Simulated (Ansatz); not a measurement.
Geometry optimisation, Ansatz 0.2.0, RKS PBE-D4/STO-3G.

Input file:

```yaml
crystal:
  periodic: [false, false, false]
  atoms:
    - { symbol: C, position_ang: [0.3349, -1.8754, 0.3531] }
    - { symbol: C, position_ang: [0.4766, -0.514, 0.4971] }
    - { symbol: "N", position_ang: [1.3564, -0.0652, 1.4234] }
    - { symbol: C, position_ang: [-0.1957, 0.4981, -0.2837] }
    - { symbol: C, position_ang: [-1.5792, 0.0691, -0.9206] }
    - { symbol: C, position_ang: [0.1379, 1.772, -0.443] }
    - { symbol: F, position_ang: [1.3206, 2.2361, 0.0645] }
    - { symbol: H, position_ang: [0.8699, -2.5338, 0.9361] }
    - { symbol: H, position_ang: [-0.408, -2.2295, -0.3325] }
    - { symbol: H, position_ang: [1.7737, 0.852, 1.2344] }
    - { symbol: H, position_ang: [2.1104, -0.738, 1.6687] }
    - { symbol: H, position_ang: [-2.2212, -0.3738, -0.1405] }
    - { symbol: H, position_ang: [-2.171, 0.9592, -1.3382] }
    - { symbol: H, position_ang: [-1.4456, -0.6221, -1.7035] }
    - { symbol: H, position_ang: [-0.3814, 2.5146, -0.9859] }
basis:
  gaussian: { orbitals: STO-3G }
hamiltonian:
  xc: pbe
  dispersion: d4
relax:
  f_tol: 0.02
  max_steps: 40
output:
  orbitals: {}
```

Launched with:

```bash
$ ansatz run input.yaml --threads 1 --pin off --max-ram 2048MiB --backend cpu --events-out ev --progress --plain --runs-dir out
```

Question: Where does it end, and by what steps?

Answer: The run converged. Limits of this set-up: minimal basis. After 8 steps the energy has fallen by 0.930 eV; H11 moved furthest, 0.26 Å.

| step | energy less start (eV) | largest force component (eV/Å) | accepted |
| --- | --- | --- | --- |
| 0 | 0.0000 | 4.390 | yes |
| 1 | -0.7840 | 1.295 | yes |
| 2 | -0.8830 | 0.541 | yes |
| 3 | -0.9122 | 0.473 | yes |
| 4 | -0.9264 | 0.154 | yes |
| 5 | -0.9289 | 0.106 | yes |
| 6 | -0.9293 | 0.062 | yes |
| 7 | -0.9297 | 0.025 | yes |
| 8 | -0.9300 | 0.007 | yes |

```xyz
15
Properties=species:S:1:pos:R:3
C 0.244 -1.904 0.403
C 0.486 -0.565 0.529
N 1.452 -0.007 1.452
C -0.288 0.475 -0.239
C -1.584 0.078 -0.956
C 0.152 1.768 -0.351
F 1.330 2.234 0.231
H 0.844 -2.641 0.953
H -0.547 -2.286 -0.252
H 1.722 0.959 1.071
H 2.299 -0.633 1.530
H -2.302 -0.371 -0.242
H -2.056 0.961 -1.426
H -1.382 -0.672 -1.748
H -0.391 2.551 -0.925
```

Run time: 30 s on 1 thread of Arm Neoverse V2 (shared host), peak memory 0.13 GiB.
